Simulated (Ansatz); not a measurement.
Reaction (formal exchange of groups at a B–O bond): `OB1CC1` + `OC[AsH2]` → `[AsH2]CB1CC1` + `OO`

Program: Ansatz. Geometries: PBE0-D4/def2-TZVP. ΔE: electronic, gas phase. CBS: MP2 limit from def2 TZ/QZ plus the TZ coupled-cluster correction, frozen cores. This one scheme is used for every species. DFT in def2-TZVPP. B3LYP here is the variant with VWN-RPA as its local correlation; programs differ in this. For As outer-core shells are correlated without core-valence functions, which leaves a few kJ/mol of doubt a bond. Scalar relativity is left out up to krypton. Each species was taken in one conformer, which may not be the lowest.

| level | ΔE (kJ/mol) | difference from CCSD(T)/CBS |
| --- | --- | --- |
| r2SCAN-D4 | 323.8 | -7.0 |
| PBE0-D4 | 322.0 | -8.8 |
| ωB97X-V | 326.5 | -4.3 |
| B2PLYP | 335.9 | 5.1 |
| r2SCAN | 325.5 | -5.3 |
| PBE0 | 326.9 | -3.9 |
| B3LYP | 334.7 | 3.9 |
| HF/def2-TZVPP | 366.3 | 35.5 |
| MP2/def2-TZVPP | 336.6 | 5.8 |
| SCS-MP2/def2-TZVPP | 335.0 | 4.2 |
| CCSD/def2-TZVPP | 334.0 | 3.2 |
| CCSD(T)/def2-TZVPP | 327.3 | -3.5 |
| HF/def2-QZVPP | 368.3 | 37.5 |
| SCS-MP2/def2-QZVPP | 338.1 | 7.3 |
| HF/CBS(def2) | 368.6 | 37.8 |
| MP2/CBS(def2) | 340.1 | 9.3 |
| CCSD(T)/CBS | 330.8 | 0 |

Largest T1 diagnostic among the species: 0.012.

In def2-TZVPP, CCSD(T) changes the Hartree–Fock value by −39.0 kJ/mol (the triples alone add −6.7 kJ/mol) and MP2 by −29.7 kJ/mol. From PBE to PBE0 (25 % exact exchange), in def2-TZVPP and without D4, ΔE moves by +11.6 kJ/mol. The D4 term adds −8.3 kJ/mol with B3LYP and −5.0 kJ/mol with PBE0; it sums over pairs of atoms, weighted by their polarisabilities, and B3LYP, whose exchange is more repulsive, gets the larger term.
